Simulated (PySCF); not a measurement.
Geometry:
| atom | x (Å) | y (Å) | z (Å) |
| --- | --- | --- | --- |
| F1 | -0.525 | 2.725 | 0.355 |
| C2 | -0.317 | 1.462 | 0.004 |
| C3 | 0.991 | 1.000 | -0.086 |
| C4 | 1.178 | -0.327 | -0.455 |
| F5 | 2.417 | -0.794 | -0.546 |
| C6 | 0.118 | -1.184 | -0.730 |
| C7 | -1.167 | -0.667 | -0.621 |
| F8 | -2.199 | -1.462 | -0.874 |
| C9 | -1.416 | 0.652 | -0.257 |
| H10 | 1.838 | 1.653 | 0.124 |
| H11 | 0.289 | -2.221 | -1.017 |
| H12 | -2.432 | 1.035 | -0.179 |

[PySCF 2.14.0 with density-fitted response routines: spin–spin couplings from B3LYP/pcJ-1 (spin–dipole term only in couplings to heteroatoms); KT3/pcSseg-2 with gauge-including orbitals; geometry from PBE0-D3(BJ)/def2-SVP; equivalent nuclei averaged; isolated molecule; a single conformation; non-relativistic Hamiltonian]

Predict the 2D correlation tables (HSQC, COSY, HMBC).

## Answers



HSQC (one-bond C–H):
```csv
δH,δC,"1J(C,H) (Hz)"
6.39 (H10/H11/H12),96.5 (C3/C6/C9),176
```

HMBC (two and three bonds, |J| ≥ 2.5 Hz):
```csv
δH,δC [abs. J in Hz]
6.39 (H10/H11/H12),"165.3 (C2/C4/C7) [5.3], 96.5 (C3/C6/C9) [4.6]"
```

No COSY cross peaks are expected.

Chemical shifts δ = σref − σ; 1H and 13C vs TMS, all at this level.

Common functionals overestimate the size of one-bond C–F couplings by tens of Hz; these are unscaled. Shifts are as computed, not scaled to solution data. Of 1211 compounds with measured shifts, 218 miss one by over three times the rms of a fit or turn the order of signals round; such compounds aren't used in these exercises.
